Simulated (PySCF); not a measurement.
# Polarisability and C₆ of Pb³⁺ (lead, charge +3)

[Xe] 4f14 5d10 6s1, 2S determinant. Computed with PySCF 2.14 in aug-cc-pwCVTZ-PP with ECP60MDF (8s7p6d4f1g, 96 functions), with scalar relativity through the core potential. Coupled (time-dependent) response in atomic units; α is the mean over directions.

| method | mean α (bohr³) | C₆ (like pair) | S(−4) |
| --- | --- | --- | --- |
| wB97M-V | 9.062 | 50.25 | 30.50 |

S(−4) is the Cauchy moment in α(ω) = α(0) + S(−4) ω² + …

α(iu) at wB97M-V:

| u (hartree) | α(iu) (bohr³) |
| --- | --- |
| 0 | 9.062 |
| 0.0500 | 8.987 |
| 0.100 | 8.773 |
| 0.200 | 8.063 |
| 0.300 | 7.220 |
| 0.500 | 5.759 |
| 0.750 | 4.530 |
| 1.00 | 3.713 |
| 1.50 | 2.667 |
| 2.00 | 2.011 |
| 3.00 | 1.244 |
| 5.00 | 0.5914 |

A single London oscillator, α(iu) = α/(1 + u²/ω²), gives C₆ = (3/4) ω α². Matching the computed C₆ needs ω = 4 × 50.25 / (3 × 9.062²) = 0.816 hartree.

For an ion, C₆ is the dispersion term alone; charge-induced terms of lower order in 1/R come first.

Energies and moments cover only the electrons outside the core potential. Spin-orbit coupling, which splits the p, d and f shells strongly at this Z, is absent.
